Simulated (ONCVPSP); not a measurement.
What the settings do to the ONCV potential of neodymium (Nd)

Base potential:

```json
{
  "Element": "neodymium (Nd)",
  "Generator": "ONCVPSP 4.0.1",
  "Type": "optimised norm-conserving Vanderbilt (ONCV)",
  "Functional": "LDA (Perdew-Wang 92)",
  "Relativity": "fully relativistic",
  "Frozen core": "[Kr]",
  "Valence charge": "24",
  "Reference configuration": "4d10 4f4 5s2 5p6 6s2",
  "Partial waves": "5s+6s: rc 2.30 bohr, ncon 4, nbas 7, qcut 6.7 1/bohr, 3 projectors, debl 3.7 Ha; 5p: rc 2.85 bohr, ncon 4, nbas 7, qcut 6.1 1/bohr, 1 projector; 4d: rc 0.70 bohr, ncon 4, nbas 9, qcut 14.4 1/bohr, 1 projector; 4f: rc 1.40 bohr, ncon 4, nbas 8, qcut 14.1 1/bohr, 1 projector",
  "Local potential": "polynomial inside 0.55 bohr (lpopt 5, dvloc0 3 Ha)",
  "Core correction": "Teter function, fcfact 4.25, rcfact 1.05"
}
```

Open shells are filled in proportion to 2j + 1.

Cutoffs, loose and tight: the cutoffs (Ha) at which the residual kinetic energy of the hardest occupied pseudo-wave falls to 1 and 0.1 mHa per electron. They do not see the model core or the augmentation charge, which bear on the density cutoff. Test errors are all-electron minus pseudo excitation energies from the reference, over the configurations 4d10 4f4 5s2 5p6 6s1; 4d10 4f4 5s2 5p6 6s0; 4d10 4f3 5s2 5p6 6s0; 4d10 4f3 5s2 5p6 5d1 6s1. A dash means not determined; rows that change the core or the reference have their own tests.

A true bound ghost makes a file unfit for plane-wave use even where its test errors are small: the radial tests pick states by their node count and pass the ghost by.

```tsv
change	outcome	cutoff, loose	cutoff, tight	bound ghosts	GHOST(+) flags above zero	largest test error (meV)
base	generated	92 Ha	109 Ha	s, p3/2, p1/2	s	tests left out (the all-electron energies of this program are off by 10 to 40 meV for near-neutral 4f atoms)
core correction Teter function, fcfact 5.5, rcfact 1.05	generated	92 Ha	109 Ha	s, p3/2, p1/2	s	tests left out (the all-electron energies of this program are off by 10 to 40 meV for near-neutral 4f atoms)
s: qcut 7	generated	92 Ha	109 Ha	s, p3/2, p1/2	s	tests left out (the all-electron energies of this program are off by 10 to 40 meV for near-neutral 4f atoms)
reference 4d10 4f4 5s2 5p6 6s1 6p1; wave 5p: rc 2.85 bohr, ncon 4, nbas 7, qcut 6.1 1/bohr, 1 projector becomes 5p+6p: rc 2.85 bohr, ncon 4, nbas 7, qcut 6.1 1/bohr, 2 projectors	generated	92 Ha	109 Ha	s, p3/2, p1/2	s	tests left out (the all-electron energies of this program are off by 10 to 40 meV for near-neutral 4f atoms)
local potential polynomial inside 0.45 bohr (lpopt 5, dvloc0 3 Ha)	generated	92 Ha	109 Ha	s, p3/2, p1/2	none	tests left out (the all-electron energies of this program are off by 10 to 40 meV for near-neutral 4f atoms)
```

Q: What comes out with this change to the base: functional PBE?

A: outcome: generated; cutoff, loose: 91 Ha; cutoff, tight: 107 Ha; bound ghosts: s, p3/2, p1/2; GHOST(+) flags above zero: s; largest test error (meV): tests left out (the all-electron energies of this program are off by 10 to 40 meV for near-neutral 4f atoms).

Q: What comes out with this change to the base: s: rc 1.7?

A: outcome: failed: ERROR pspot: first pseudo wave function has node, program will stop. Cause: the optimised pseudo-wave of the first projector has a node, so the radial equation cannot be inverted for a potential.
